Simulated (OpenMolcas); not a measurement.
Levels of Re IV by method

```json
{
 "Program": "OpenMolcas 26.06",
 "Basis": "ANO-R2 [8s6p5d3f1g]",
 "Scalar Hamiltonian": "X2C, finite nucleus",
 "Active space": "4 electrons in 5 orbitals (5d)",
 "State averaging": "2S+1 = 5 even, 5 roots; 2S+1 = 3 even, 45 roots; 2S+1 = 1 even, 50 roots",
 "Spin-orbit coupling": "state interaction with AMFI integrals over the reference wave functions, term energies averaged over their components"
}
```

Methods on the same reference wave functions:
A. CASSCF
B. SS-CASPT2, IPEA 0.25 Eh, imaginary shift 0.1 Eh (closed shells correlated: 5s 5p)
C. MS-CASPT2, IPEA 0.25 Eh, imaginary shift 0.1 Eh (closed shells correlated: 5s 5p)

Energies in cm-1 above 5d4 5D0, the measured ground level; measured values from the list in Brasseur, Gamrath and Quinet, At. Data Nucl. Data Tables 157, 101636 (2024).

```csv
Level,A,B,C,Measured
5d4 5D0 [68 %],0.0,0.0,0.0,0.0
5d4 5D1,2502,3180,3150,3084
5d4 5D2,5219,6180,6140,5979
5d4 5D3,7723,8650,8590,8350
5d4 5D4,9902,10510,10450,10121
5d4 3P0(1) [57 %],17845,15620,15550,
5d4 3H4 [58 %],19251,18110,18040,16946
5d4 3H5,23255,22210,22150,20930
5d4 3G3 [59 %],23279,21280,21230,19817
5d4 3P1(1),23889,20950,20830,19340
5d4 3F2(1) [71 %],24372,21580,21510,19851
5d4 3H6,25219,24190,24130,22896
5d4 3P2(1) [59 %],29648,26300,26100,
5d4 3F3(1) [55 %],30846,28370,28300,26476
5d4 3D3 [60 %],33262,30170,30120,28526
5d4 3G5,33384,31760,31700,30052
5d4 1I6,35592,34010,33950,32396
5d4 3D1,36718,33530,33500,31543
5d4 1G4(1) [51 %],40777,38300,38250,
5d4 1S0(1),42209,38700,38450,36484
5d4 1F3 [69 %],45974,40770,40720,38458
5d4 3P2(2),50661,44490,44580,
5d4 3F4(2) [67 %],52251,47160,47090,44726
5d4 3F2(2) [74 %],54172,48770,48750,
```

Deviations, from unrounded energies. A percentage is the sum of absolute deviations over the sum of measured energies, with the sign that they share, or ± where signs differ.

```
                        Against measurement  Levels      A     B     C
             mean absolute deviation (cm-1)      18   3500  1400  1300
      fine structure of the ground term (%)       4   -7.9  +3.6  +2.9
other terms of the ground configuration (%)      14  +15.7  +6.3  +6.0
```

B, C lie about equally close to measurement and A furthest from it. The largest miss of C in the table is 5d4 3F4(2) [67 %], by +2400 cm-1. The ranking rests on the paired levels alone, and a cruder setting can come out closer through cancelling errors.

Between B and C the level of the table that moves most is 5d4 1S0(1), by 240 cm-1 (lowest in C, highest in B). Moves below CASPT2's spread within the term are not significant.

The mean deviations of B to C differ by less than CASPT2's widest spread within a term (1100 cm-1), so their order carries little weight.

From A to B the spin-free energies of the other terms of 5d4 shown, above 5D, scale by factors of 0.75 to 0.88, as is usual when dynamic correlation screens the repulsion within a d or f shell.

The lowest spin-free term lies below A's lowest term by 0.268 hartree in B, 0.268 hartree in C.

CASPT2 does not keep the components of a term degenerate, so their means are used; among the terms shown or strongly mixed into the levels shown the widest spread is 1100 cm-1 (5d4 1I, C). Without dynamic correlation excited terms often stand tens of per cent too high (terms of higher spin than the ground term too low), and those without a measured partner can miss by more than the paired ones (holds for A). Some levels mix across a computed gap that differs much from the measured one, so their mixing is not that of the real levels (holds for A). The CASPT2 spread within a term exceeds the gap to the next term for 5d4 3D and 5d4 1I, 5d4 1I and 5d4 1G(1), so the order of their levels is uncertain (holds for C). Computed and measured levels are paired by configuration, term and J; levels that our copy of the source lacks, or whose pairing is in doubt (as where it misses far off the trend of its configuration), stay unpaired and out of the deviations. Levels of configurations outside the active space are missing. Levels that lie high or do not pair safely by name in every column are left out.

A share in square brackets marks a mixed level and gives the weight of the term that names it, the lowest over the columns. A number in round brackets counts repeated terms of one configuration in the order of the reference energies.
